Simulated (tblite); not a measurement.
C₆H₇F₂S (doublet state).
SMILES with atom numbers: `[H]/[C:1]=[C:2]([CH3:3])\[CH:4]=[CH:5]/[S:6][CH:7]([F:8])[F:9]` (hydrogens: H10 on C1; H11, H12, H13 on C3; H14 on C4; H15 on C5; H16 on C7)
Bond orders are those of one Lewis drawing.

Computed with GFN2-xTB (tblite), gas phase: L-BFGS steps from a force-field or distance-geometry start until the largest atomic force falls under 0.01 eV/Å.

Step 7: E = -787.9910 eV
```
atom  x, y, z in Å  |  force x, y, z in eV/Å
C1     -2.7608   -1.2270    0.7780   -0.077   0.015   0.017
C2     -1.7570   -0.4841    0.4176   -0.017  -0.116  -0.012
C3     -1.9606    0.9757    0.0559    0.100  -0.043   0.021
C4     -0.4252   -1.1036    0.3666    0.020   0.015  -0.018
C5      0.7738   -0.6213    0.0399   -0.079  -0.005   0.051
S6      1.2033    1.0148   -0.4662    0.030  -0.022   0.002
C7      3.0009    0.7744   -0.6884    0.029  -0.017  -0.016
F8      3.6082    0.3726    0.4456   -0.096   0.077   0.018
F9      3.2815   -0.1733   -1.6033   -0.107  -0.008  -0.042
H10    -3.5675   -1.8314    1.0747    0.027   0.039  -0.015
H11    -3.0175    1.2209    0.1648    0.157   0.045  -0.063
H12    -1.3744    1.6136    0.7125    0.030  -0.012   0.068
H13    -1.6414    1.1709   -0.9660   -0.023  -0.079  -0.016
H14    -0.4487   -2.1522    0.6492    0.063   0.088  -0.024
H15     1.6387   -1.2668    0.0821   -0.030   0.024  -0.022
H16     3.4392    1.7257   -1.0210   -0.027   0.000   0.054
```

Step 8: E = -787.9943 eV
```
atom  x, y, z in Å  |  force x, y, z in eV/Å
C1     -2.7654   -1.2240    0.7782   -0.151  -0.051   0.044
C2     -1.7579   -0.4888    0.4181    0.034  -0.007  -0.030
C3     -1.9553    0.9728    0.0562    0.114  -0.070   0.020
C4     -0.4252   -1.1049    0.3675   -0.043   0.020  -0.018
C5      0.7702   -0.6178    0.0396   -0.056  -0.008   0.047
S6      1.2030    1.0137   -0.4652   -0.019   0.093  -0.026
C7      2.9988    0.7733   -0.6882    0.036   0.015  -0.024
F8      3.6050    0.3728    0.4461   -0.074   0.063   0.031
F9      3.2789   -0.1739   -1.6031   -0.095  -0.015  -0.046
H10    -3.5712   -1.8311    1.0750    0.056   0.049  -0.024
H11    -3.0097    1.2202    0.1633    0.091   0.065  -0.052
H12    -1.3687    1.6102    0.7120    0.044  -0.011   0.085
H13    -1.6361    1.1668   -0.9648   -0.007  -0.078  -0.048
H14    -0.4487   -2.1519    0.6492    0.083   0.031  -0.011
H15     1.6386   -1.2546    0.0782    0.016  -0.073  -0.001
H16     3.4361    1.7261   -1.0201   -0.031  -0.022   0.054
```

Question: Estimate the geometry and energy of step 9. (The exact step hangs on the optimiser's Hessian estimate; all steps are aligned on step 8, rigid shifts and turns removed.)

Answer: E = -787.9975 eV, largest force 0.186 eV/Å
```
atom  x, y, z in Å  |  force x, y, z in eV/Å
C1     -2.7715   -1.2210    0.7787   -0.130  -0.045   0.034
C2     -1.7587   -0.4940    0.4182    0.026   0.071  -0.021
C3     -1.9479    0.9687    0.0570    0.094  -0.053   0.007
C4     -0.4265   -1.1060    0.3682   -0.019   0.035  -0.031
C5      0.7667   -0.6142    0.0402   -0.053  -0.008   0.039
S6      1.2023    1.0140   -0.4646   -0.068   0.168  -0.043
C7      2.9971    0.7723   -0.6885    0.004   0.040  -0.022
F8      3.6004    0.3744    0.4473   -0.044   0.033   0.036
F9      3.2743   -0.1748   -1.6040   -0.071  -0.014  -0.033
H10    -3.5744   -1.8304    1.0751    0.035   0.018  -0.013
H11    -3.0000    1.2208    0.1606    0.030   0.074  -0.034
H12    -1.3624    1.6066    0.7132    0.059  -0.026   0.078
H13    -1.6313    1.1611   -0.9645    0.025  -0.074  -0.060
H14    -0.4468   -2.1508    0.6490    0.090  -0.047   0.007
H15     1.6383   -1.2442    0.0745    0.040  -0.144   0.020
H16     3.4326    1.7264   -1.0183   -0.018  -0.026   0.036
```

The energy changes by -0.0032 eV. The first-order estimate −F·Δx gives -0.0044 eV and the mean of the old and new forces, exact on a quadratic surface, -0.0033 eV. The step makes an angle of 61° with the force vector and moves no atom by more than 0.011 Å.

The cost below is that of the whole relaxation. On Arm Neoverse V2, one thread, shared host, this took 0.34 s wall.
